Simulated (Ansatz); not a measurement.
```yaml
crystal:
  periodic: [false, false, false]
  atoms:
    - {symbol: C, position_ang: [0.148763, -1.875642, 0.207028]}
    - {symbol: O, position_ang: [0.700348, -0.807288, -0.530392]}
    - {symbol: Ga, position_ang: [0.162725, 0.855363, -0.310441]}
    - {symbol: O, position_ang: [-1.116044, 1.152929, 0.895880]}
    - {symbol: O, position_ang: [0.936205, 2.104222, -1.305182]}
    - {symbol: H, position_ang: [0.944731, -2.386632, 0.758598]}
    - {symbol: H, position_ang: [-0.307287, -2.597015, -0.479098]}
    - {symbol: H, position_ang: [-0.615145, -1.558705, 0.925693]}
    - {symbol: H, position_ang: [-1.380870, 2.069590, 0.988586]}
    - {symbol: H, position_ang: [0.609774, 2.991976, -1.147673]}
basis:
  gaussian: {orbitals: def2-TZVPP, fitting: {mean_field: cc-pVTZ-jkfit}, point_charges: [{charge: 1.00, position_ang: [5.344, -0.513, 0.889]}]}
magnetization: {spin_polarized: true, initial_magnetization: 4}
hamiltonian: {xc: {name: wB97X-V}}
output: {forces: true}
```

```sh
$ ansatz run in.yaml --threads 4 --pin off --events-out ev --progress --plain --max-ram 10444MiB
```

It prints (some lines left out):

```
Functional definition: wB97X-V
673 factors; integrals over basis functions are off by at most 7.0e-1 eV
673 factors; integrals over basis functions are off by at most 5.5e-7 eV
mean field evaluation 1: about -59609.0402 eV, gradient 5.5e1 eV
mean field evaluation 2: about -59572.0492 eV, gradient 1.0e2 eV
mean field evaluation 4: about -59619.4032 eV, gradient 7.4e0 eV
mean field evaluation 8: about -59620.3630 eV, gradient 3.5e0 eV
mean field evaluation 16: about -59623.1779 eV, gradient 4.0e-1 eV
mean field evaluation 32: about -59623.6013 eV, gradient 8.4e-6 eV
mean field -59623.60125804 eV, -2191.1269319044 hartree, gradient 4.7e-7 eV, S^2 6.011376; 6 other end points of the search recorded, 0 dependent functions left out
reference -59623.60125869 eV, -2191.1269319286 hartree; 35, 31 occupied and 207, 211 virtual orbitals, 673 factors
Total energy: -59623.60125869 eV, -2191.1269319286 hartree
Atom 0 at     0.148763    -1.875642     0.207028 Å, force    -0.367189     0.528054     0.357927 eV/Å
Atom 1 at     0.700348    -0.807288    -0.530392 Å, force     1.567416    -6.249100    -0.385007 eV/Å
Atom 2 at     0.162725     0.855363    -0.310441 Å, force     0.275620     2.405929    -0.866900 eV/Å
Atom 3 at    -1.116044     1.152929     0.895880 Å, force    -2.842405    -0.104758     3.122241 eV/Å
Atom 4 at     0.936205     2.104222    -1.305182 Å, force     1.553390     1.571005    -1.545078 eV/Å
Atom 5 at     0.944731    -2.386632     0.758598 Å, force     0.267491    -0.050362    -0.276685 eV/Å
Atom 6 at    -0.307287    -2.597015    -0.479098 Å, force     0.226523    -0.017759    -0.335350 eV/Å
Atom 7 at    -0.615145    -1.558705     0.925693 Å, force     0.062363     0.208135    -0.165649 eV/Å
Atom 8 at    -1.380870     2.069590     0.988586 Å, force    -0.455525     1.075103     0.176697 eV/Å
Atom 9 at     0.609774     2.991976    -1.147673 Å, force    -0.144057     0.504103    -0.042420 eV/Å
Dipole moment:    -0.670587    -0.348406     0.383451 e Å
```

(1) Something in this input is off. What?

Results:

(1) The spin is set far too high for this molecule. The run converged. The result belongs to that input, not to the molecule as meant.
